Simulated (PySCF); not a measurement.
Two species compared at the same levels of theory.

First species: C6H11FO2Si.
Numbering: `[CH3:1][CH2:2][O:3][C:4]1=[C:5]([F:6])[Si@@H:7]([O:8][CH3:9])[CH2:10]1` (hydrogens: H11, H12, H13 on C1; H14, H15 on C2; H16 on Si7; H17, H18, H19 on C9; H20, H21 on C10)

Second species: C6H9FO2S.
SMILES: `FC(/C=C/C)=C/S(=O)(=O)C`

Levels: PBE0/pcSseg-1 for dipole moment, HOMO energy, LUMO energy and HOMO–LUMO gap; GFN2-xTB for rotational constant A and rotational constant C. Geometries: GFN2-xTB. Each species is one conformer at its optimised geometry, gas phase, non-relativistic unless stated. Electronic properties by PySCF.

The conformers computed, where there is a choice (atom-mapped SMILES and torsion angles):
- `[CH3:1][CH2:2][O:3][C:4]1=[C:5]([F:6])[Si@@H:7]([O:8][CH3:9])[CH2:10]1`: C1–C2–O3–C4 179°, C2–O3–C4–C5 1°, C5–Si7–O8–C9 -93°
- `[CH3:1]/[CH:2]=[CH:3]/[C:4]([F:5])=[CH:6]\[S:7]([CH3:8])(=[O:9])=[O:10]`: C2–C3–C4–F5 -4°, C4–C6–S7–C8 -84°

Values for the first species:

```
Dipole moment         : 0.78 D
HOMO energy           : -6.41 eV
LUMO energy           : 0.52 eV
HOMO–LUMO gap         : 6.93 eV
Rotational constant A : 2.801 GHz
Rotational constant C : 0.476 GHz
```

Estimate the same properties for the second species, and the change in each.

| property | first | second | second less first |
| --- | --- | --- | --- |
| dipole moment | 0.78 D | 4.98 D | +4.20 D |
| HOMO energy | -6.41 eV | -7.49 eV | -1.08 eV |
| LUMO energy | 0.52 eV | -1.86 eV | -2.38 eV |
| HOMO–LUMO gap | 6.93 eV | 5.63 eV | -1.30 eV |
| rotational constant A | 2.801 GHz | 1.911 GHz | -0.890 GHz |
| rotational constant C | 0.476 GHz | 0.559 GHz | +0.083 GHz |

On the first: In atomic units the dipole is 0.31 e·bohr (1 au = 2.5417 D).

On the second: The dipole equals about 16.6 × 10⁻³⁰ C·m (1 D = 3.33564 × 10⁻³⁰ C·m).
